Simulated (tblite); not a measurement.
Compound: C₆H₉NO.
SMILES with atom numbers: `[H]/[N:1]=[CH:2]/[C:3]1([CH:4]=[O:5])[CH2:6][CH2:7][CH2:8]1` (hydrogens: H9 on N1; H10 on C2; H11 on C4; H12, H13 on C6; H14, H15 on C7; H16, H17 on C8)

Computed with GFN2-xTB (tblite), gas phase: L-BFGS steps from a force-field or distance-geometry start until the largest atomic force falls under 0.01 eV/Å.

Geometry at step 32:
```
atom  x, y, z in Å
N1      2.3154   -0.6339   -0.8081
C2      1.6446   -0.1947    0.1560
C3      0.2155    0.2255   -0.0199
C4      0.2735    1.7335    0.0056
O5      0.2145    2.4069    0.9930
C6     -0.8273   -0.3479    0.9601
C7     -1.7346   -0.6724   -0.2380
C8     -0.5746   -0.3572   -1.1976
H9      3.2928   -0.8528   -0.6191
H10     2.0296   -0.0410    1.1737
H11     0.3865    2.1670   -1.0062
H12    -1.2057    0.3857    1.6666
H13    -0.4877   -1.2287    1.4999
H14    -2.1182   -1.6905   -0.2766
H15    -2.5696    0.0198   -0.3347
H16    -0.0912   -1.2426   -1.5996
H17    -0.7706    0.3351   -2.0121
```

Problem. Give the atomic forces at this geometry.

Solution. 
```tsv
atom	Fx (eV/Å)	Fy (eV/Å)	Fz (eV/Å)
N1	-0.059	0.077	-0.062
C2	0.107	-0.015	0.034
C3	0.120	-0.103	0.031
C4	-0.056	-0.050	-0.091
O5	0.015	0.041	-0.021
C6	-0.022	-0.015	0.010
C7	0.021	0.028	-0.027
C8	0.029	-0.039	-0.012
H9	-0.145	-0.041	0.044
H10	-0.065	0.003	0.044
H11	0.042	0.092	0.026
H12	-0.053	0.002	0.080
H13	0.048	0.001	-0.011
H14	0.057	0.033	-0.003
H15	0.036	-0.001	-0.002
H16	0.030	-0.032	-0.025
H17	-0.105	0.022	-0.013
```

The largest, 0.16 eV/Å, acts on C3 (H9 within 3 % of it); the rms over all components is 0.054 eV/Å. The forces sum to zero within rounding, as they must for an isolated molecule in no field.

Problem. Give the force on C3 in Eh/bohr and in nN.

Solution. 0.161 eV/Å ÷ 51.422 = 0.00313 Eh/bohr, and 0.161 eV/Å × 1.602 = 0.26 nN.

Problem. How far is this geometry from the end of the optimisation?

Solution. 0.026 eV above it, and 0.242 Å rms away after alignment. The bonds farthest from their final lengths, with half the difference of the two atoms' forces along the bond (positive lengthens):

| bond | now (Å) | final (Å) | force along bond (eV/Å) |
| --- | --- | --- | --- |
| C3–C8 | 1.533 | 1.542 | +0.03 |
| C2–C3 | 1.500 | 1.497 | -0.02 |
| C3–C6 | 1.542 | 1.539 | +0.02 |
| N1–H9 | 1.019 | 1.017 | -0.02 |
| C6–H12 | 1.087 | 1.089 | +0.03 |
| C7–H15 | 1.089 | 1.087 | -0.02 |

The angle farthest from its final value is C7–C8–H17, 117.5° against 114.9°.

What follows is the cost of the whole relaxation. On one thread, Arm Neoverse N1 (aarch64), no GPU, shared host, this took 0.87 s.
